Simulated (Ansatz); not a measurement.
Reaction (isomerisation): `C=CC([SiH3])=S` → `C=C1C[SiH2]S1`

Gas-phase electronic energies from Ansatz, PBE0-D4/def2-TZVP geometries. CBS: MP2 limit from def2 TZ/QZ plus the TZ coupled-cluster correction, frozen cores. Functionals use def2-TZVPP. B3LYP here is the variant with VWN-RPA as its local correlation; programs differ in this. Each species was taken in one conformer, which may not be the lowest.

```csv
level,ΔE (kcal/mol)
PBE0-D4,-33.6
PBE0,-33.4
B3LYP,-25.8
CCSD/def2-TZVPP,-29.0
```

(1) What does CCSD(T)/CBS give? (Best estimate.)

Largest T1 diagnostic among the species: 0.017.

Answers

(1) The calculation gave: -28.9 kcal/mol. The listed levels differ from it by -4.7, -4.5, 3.1, -0.1 kcal/mol.

From PBE to PBE0 (25 % exact exchange), in def2-TZVPP and without D4, ΔE moves by −3.3 kcal/mol. In def2-TZVPP, CCSD(T) changes the Hartree–Fock value by −0.8 kcal/mol (the triples alone add +1.2 kcal/mol) and MP2 by −3.8 kcal/mol.
